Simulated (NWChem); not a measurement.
System: SOF anion

Input file for NWChem:

```
start job
memory heap 200 mb stack 900 mb global 1100 mb
charge -1
geometry units angstroms noautoz
  O     -0.613576     1.252531     0.000000
  S      0.504404     0.173308     0.000000
  F     -0.333404    -1.432320     0.000000
end
basis spherical
  * library pcseg-2
end
dft
  xc pbe0
  iterations 150
  mulliken
end
task dft energy
```

NWChem printed, in part:

```
             Northwest Computational Chemistry Package (NWChem) 7.3.0
             --------------------------------------------------------

 CS  symmetry detected

                             Geometry "geometry" -> ""
                             -------------------------

 Output coordinates in angstroms (scale by  1.889725989 to convert to a.u.)

  No.       Tag          Charge          X              Y              Z
 ---- ---------------- ---------- -------------- -------------- --------------
    1 O                    8.0000    -0.60747330     1.26084505     0.00000000
    2 S                   16.0000     0.50103890     0.17189957     0.00000000
    3 F                    9.0000    -0.35075955    -1.42635039     0.00000000

 Effective nuclear repulsion energy (a.u.)      99.7800140549

      Symmetry information
      --------------------

 Group name             Cs
 Group number              2
 Group order               2
 No. of unique centers     3

                                 NWChem DFT Module
                                 -----------------

 Summary of "ao basis" -> "ao basis" (spherical)
 ------------------------------------------------------------------------------
       Tag                 Description            Shells   Functions and Types
 ---------------- ------------------------------  ------  ---------------------
 O                          pcseg-2                 10       30   4s3p2d1f
 S                          pcseg-2                 12       34   5s4p2d1f
 F                          pcseg-2                 10       30   4s3p2d1f

      Symmetry analysis of basis
      --------------------------

        a'         63
        a"         31

            General Information
            -------------------
          SCF calculation type: DFT
          Wavefunction type:  closed shell.
          No. of atoms     :     3
          No. of electrons :    34
           Alpha electrons :    17
            Beta electrons :    17
          Charge           :    -1
          Spin multiplicity:     1
          Use of symmetry is: on ; symmetry adaption is: on
          Maximum number of iterations: 150
          AO basis - number of functions:    94
                     number of shells:    32
          Convergence on energy requested:  1.00D-06
          Convergence on density requested:  1.00D-05
          Convergence on gradient requested:  5.00D-04

              XC Information
              --------------
                         PBE0 Method XC Functional
                     Hartree-Fock (Exact) Exchange  0.250
          PerdewBurkeErnzerhof Exchange Functional  0.750
            Perdew 1991 LDA Correlation Functional  1.000 local
           PerdewBurkeErnz. Correlation Functional  1.000 non-local

             Grid Information
             ----------------
          Grid used for XC integration:  medium
          Radial quadrature: Mura-Knowles
          Angular quadrature: Lebedev.
          Tag              B.-S. Rad. Rad. Pts. Rad. Cut. Ang. Pts.
          ---              ---------- --------- --------- ---------
          O                   0.60       49           8.0       434
          S                   1.00       88           7.0       590
          F                   0.50       49           8.0       434
          Grid pruning is: on
          Number of quadrature shells:   186
          Spatial weights used:  Erf1

      Superposition of Atomic Density Guess
      -------------------------------------

 Sum of atomic energies:        -571.67262283

 Renormalizing density from      33.00 to     34

      Non-variational initial energy
      ------------------------------

 Total energy =    -582.065030
 1-e energy   =   -1021.013594
 2-e energy   =     339.168550
 HOMO         =       0.182196
 LUMO         =       0.311321

      Symmetry analysis of molecular orbitals - initial
      -------------------------------------------------

  Numbering of irreducible representations:

     1 a'          2 a"

  Orbital symmetries:

     1 a'          2 a'          3 a'          4 a'          5 a'
     6 a"          7 a'          8 a'          9 a'         10 a'
    11 a'         12 a'         13 a"         14 a"         15 a'
    16 a'         17 a"         18 a'         19 a'         20 a'
    21 a"         22 a'         23 a'         24 a"         25 a'
    26 a'         27 a"

     ---------------------------------------------
      Total Density - Mulliken Population Analysis
     ---------------------------------------------

    Atom       Charge   Shell Charges
 -----------   ------   -------------------------------------------------------
    1 O    8     9.02   2.00  0.60  0.92  0.35  1.91  2.24  0.99  0.00  0.01  0.00
    2 S   16    15.40   2.01  0.38  1.59  0.78  1.09  5.86  0.59  1.63  1.34  0.01  0.12  0.02
    3 F    9     9.58   2.00  0.61  0.96  0.37  2.23  2.38  1.02  0.00  0.00  0.00

   convergence    iter        energy       DeltaE   RMS-Dens  Diis-err
 ---------------- ----- ----------------- --------- --------- ---------
 d= 0,ls=0.0,diis     1   -572.8158375413 -6.73D+02  2.20D-02  2.38D+00
 d= 0,ls=0.0,diis     2   -572.6664281860  1.49D-01  1.32D-02  3.72D+00
 d= 0,ls=0.0,diis     3   -572.9613694855 -2.95D-01  4.66D-03  8.70D-01
 d= 0,ls=0.0,diis     4   -573.0412680895 -7.99D-02  9.37D-04  1.94D-02
 d= 0,ls=0.0,diis     5   -573.0419559315 -6.88D-04  4.38D-04  1.26D-02
  Resetting Diis
 d= 0,ls=0.0,diis     6   -573.0429387111 -9.83D-04  6.09D-05  1.13D-04
 d= 0,ls=0.0,diis     7   -573.0429495964 -1.09D-05  1.85D-05  2.48D-06
 d= 0,ls=0.0,diis     8   -573.0429495773  1.91D-08  1.13D-05  2.98D-06
 d= 0,ls=0.0,diis     9   -573.0429498183 -2.41D-07  4.20D-06  6.82D-07

         Total DFT energy =     -573.042949818339
      One electron energy =    -1000.506897781577
           Coulomb energy =      372.316125091406
    Exchange-Corr. energy =      -44.632191183096
 Nuclear repulsion energy =       99.780014054929

 Numeric. integr. density =       34.000000461245

                  Occupations of the irreducible representations
                  ----------------------------------------------

                     irrep           alpha         beta
                     --------     --------     --------
                     a'               13.0         13.0
                     a"                4.0          4.0

                       DFT Final Molecular Orbital Analysis
                       ------------------------------------

 Vector   15  Occ=2.000000D+00  E=-1.370220D-01  Symmetry=a"
              MO Center= -2.8D-01,  4.6D-01, -1.2D-14, r^2= 2.0D+00
   Bfn.  Coefficient  Atom+Function         Bfn.  Coefficient  Atom+Function
  ----- ------------  ---------------      ----- ------------  ---------------
     7      0.346018  1 O  pz                10      0.296465  1 O  pz
    44      0.266174  2 S  pz                71     -0.247971  3 F  pz
    74     -0.204148  3 F  pz                13      0.183956  1 O  pz
    77     -0.152395  3 F  pz                38     -0.130357  2 S  pz
    41      0.127227  2 S  pz                47      0.127208  2 S  pz

 Vector   16  Occ=2.000000D+00  E=-9.335672D-02  Symmetry=a'
              MO Center= -3.8D-01,  6.0D-01,  3.7D-14, r^2= 2.0D+00
   Bfn.  Coefficient  Atom+Function         Bfn.  Coefficient  Atom+Function
  ----- ------------  ---------------      ----- ------------  ---------------
     5      0.334237  1 O  px                 8      0.293022  1 O  px
    35     -0.259384  2 S  s                  6      0.218889  1 O  py
    70      0.219543  3 F  py                11      0.206185  1 O  px
    73      0.189359  3 F  py                 9      0.187364  1 O  py
    76      0.142540  3 F  py                12      0.137823  1 O  py

 Vector   17  Occ=2.000000D+00  E= 3.039865D-02  Symmetry=a"
              MO Center=  1.7D-01,  4.5D-01, -4.6D-14, r^2= 2.1D+00
   Bfn.  Coefficient  Atom+Function         Bfn.  Coefficient  Atom+Function
  ----- ------------  ---------------      ----- ------------  ---------------
    44      0.444853  2 S  pz                47      0.445776  2 S  pz
     7     -0.325078  1 O  pz                13     -0.314826  1 O  pz
    10     -0.274150  1 O  pz                41      0.207471  2 S  pz
    38     -0.203930  2 S  pz                71     -0.124370  3 F  pz
    77     -0.109863  3 F  pz                74     -0.098449  3 F  pz

 Vector   18  Occ=0.000000D+00  E= 1.784137D-01  Symmetry=a'
              MO Center=  3.6D-01,  1.4D-01, -8.6D-16, r^2= 2.6D+00
   Bfn.  Coefficient  Atom+Function         Bfn.  Coefficient  Atom+Function
  ----- ------------  ---------------      ----- ------------  ---------------
    46      0.626396  2 S  py                45      0.448274  2 S  px
    68      0.440862  3 F  s                 43      0.398183  2 S  py
    35     -0.333037  2 S  s                 76      0.286595  3 F  py
    42      0.252575  2 S  px                12     -0.250634  1 O  py
    11     -0.198551  1 O  px                70      0.191202  3 F  py

 Vector   19  Occ=0.000000D+00  E= 2.530587D-01  Symmetry=a'
              MO Center=  5.8D-01,  1.8D-01,  1.3D-14, r^2= 3.6D+00
   Bfn.  Coefficient  Atom+Function         Bfn.  Coefficient  Atom+Function
  ----- ------------  ---------------      ----- ------------  ---------------
     4      1.196064  1 O  s                 35     -1.155670  2 S  s
    45      0.983334  2 S  px                46     -0.872953  2 S  py
    12     -0.465922  1 O  py                11      0.426912  1 O  px
    42      0.244845  2 S  px                43     -0.177564  2 S  py
     8      0.162713  1 O  px                 5      0.153890  1 O  px

[...]
```

Level: PBE0/pcseg-2. Sets without diffuse functions describe the anion's extra electron poorly. Structure relaxed at the B3LYP/def2-SVPD level. The highest occupied level is positive, so the extra electron may be held by the finite basis.
